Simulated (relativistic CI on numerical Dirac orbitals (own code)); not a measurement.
**K4+: calculation against measurement**

Computed by Dirac-Coulomb-Breit CI, orbitals from a KLI potential per configuration, model QED (radiative potential, 1s self-energy scaled to tabulated hydrogen-like ionisation energies), valence Slater integrals scaled by 0.85, P86 correlation energy added to each configuration (own radial code, finite nucleus).

Configuration list (outside the closed core [Ne]): 3s²3p³, 3s3p⁴, 3s²3p²3d, 3p⁵, 3s3p³3d, 3s²3p²4s, 3s²3p²4p, 3p⁴3d, 3s²3p²4d, 3s3p²3d², 3s²3p²4f, 3s²3p²5s, 3s²3p²5p, 3s3p³4s, 3s²3p3d², 3s²3d³, 3s3p3d³, 3s²3d²4s, 3s²3d²4p, 3s²3d²4d, 3p³3d², 3p²3d³, 3p²3d²4s, 3p²3d²4p, 3p²3d²4d. Double excitations out of closed p, d and f shells are left out; levels of such configurations are missing from the list, as are those of other unlisted configurations, and high levels can miss mixing partners. These lack a partner that the ground configuration has and come out too high: 3s²3p²4f, 3s²3p²5s, 3s²3p²5p, 3s3p³4s.

```
Configuration  Term (tabulated)    J  Measured (cm⁻¹)  Computed   Error  Purity (%)
       3s²3p³               4S°  3/2              0.0         0       0          97
       3s²3p³               2D°  3/2          24012.5     23487    -526          95
       3s²3p³               2D°  5/2          24249.6     23741    -509          97
       3s²3p³               2P°  1/2          39758.1     37902   -1856          96
       3s²3p³               2P°  3/2          40080.2     38243   -1837          94
        3s3p⁴                4P  5/2         136636.5    140950    4314          88
        3s3p⁴                4P  3/2         138037.5    142341    4304          87
        3s3p⁴                4P  1/2         138804.1    143100    4296          87
        3s3p⁴                2D  3/2         169579.5    173031    3451          75
        3s3p⁴                2D  5/2         169705.8    173157    3452          75
     3s²3p²3d                2P  3/2         194805.1    198858    4053          56
        3s3p⁴                2S  1/2         205799.9    206275     476          76
     3s²3p²3d                4F  3/2         206720.0    218470   11750          97
     3s²3p²3d                4F  5/2         207165.0    218972   11807          96
     3s²3p²3d              4D †  5/2         222366.0    225230    2864          73
     3s²3p²3d              4D †  3/2         222711.0    225235    2524          96
     3s²3p²3d                4P  5/2         257865.0    261877    4012          85
     3s²3p²3d                4P  3/2         259276.0    262687    3411          85
     3s²3p²3d                4P  1/2         259726.0    263138    3412          85
     3s²3p²3d              2D †  5/2         280585.0    268837  -11748          92
     3s²3p²3d              2D †  3/2         281035.0    266907  -14128          92
     3s²3p²4s                4P  1/2         336628.0    352655   16027          99
     3s²3p²4s                4P  3/2         337645.0    353698   16053          99
     3s²3p²4s                4P  5/2         339172.0    355258   16086          99
     3s²3p²4s                2P  1/2         343740.0    360092   16352          98
     3s²3p²4s                2P  3/2         345540.0    361949   16409          97
     3s²3p²4s                2D  5/2         357012.0    373513   16501          99
     3s²3p²4s                2D  3/2         357050.0    373565   16515          98
     3s²3p²4s                2S  1/2         380994.0    393778   12784          97
```

Measured levels from Sansonetti, J. Phys. Chem. Ref. Data 37, 7 (2008); pairs were made by configuration, J and term (by order where the table uses no LS term), so strongly mixed levels may be paired wrongly.

Mean error by configuration (cm⁻¹): 3s²3p³ -1182; 3s3p⁴ 3382; 3s²3p²3d 6407; 3s²3p²4s 15841. Over the excited levels the mean absolute error is 7925 cm⁻¹ (28 of the 38 excited levels that our extract of the source holds in range could be paired, and the others can miss by more), and the median relative error of those above 1,000 cm⁻¹ is 3.3 %. † marks terms whose computed intervals miss the measured ones by more than a factor of 2.5, or configurations far off the rest, from wrong mixing, a near crossing or a doubtful label or measurement; they are left out of the means.
